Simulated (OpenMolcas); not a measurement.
An atom or ion with 33 electrons was computed by XMS-CASPT2, IPEA 0.25 Eh, imaginary shift 0.1 Eh with spin-orbit coupling (OpenMolcas, ANO-RCC-VTZP, DKH2). The lowest levels that the run gave, each within 12 % of the measured value where one is at hand:

| J | Parity | E (cm-1) | g |
| --- | --- | --- | --- |
| 3/2 | odd | 0.0 | 1.990 |
| 3/2 | odd | 17970 | 0.848 |
| 5/2 | odd | 19320 | 1.200 |
| 1/2 | odd | 32480 | 0.666 |
| 3/2 | odd | 34370 | 1.298 |

Q: Which ion is it, and what are the configurations and terms?

A: Kr³⁺ (Z = 36, charge +3; active space 3 electrons in 3 orbitals (4p)). J, parity and g give the terms where levels are pure, and mixed ones are named by the computed weights; the size of the splittings, set against known spectra of the 33-electron sequence, gives the charge. In order, with the measured energies in cm-1 (Saloman, J. Phys. Chem. Ref. Data 36, 215 (2007)): 4s2 4p3 4S* 3/2, 4s2 4p3 2D* 3/2 (17038), 4s2 4p3 2D* 5/2 (18700), 4s2 4p3 2P* 1/2 (31056), 4s2 4p3 2P* 3/2 (33406).

Term energies are means over components that CASPT2 splits; among the terms shown or strongly mixed into the levels shown the widest spread is 1800 cm-1 (4s2 4p3 2D*). With the s shell closed, the reference lacks s² → p² mixing. Computed and measured levels are paired by configuration, term and J; levels that our copy of the source lacks, or whose pairing is in doubt (as where it misses far off the trend of its configuration), stay unpaired and out of the deviations. Only configurations of the active space appear.

* marks odd parity.
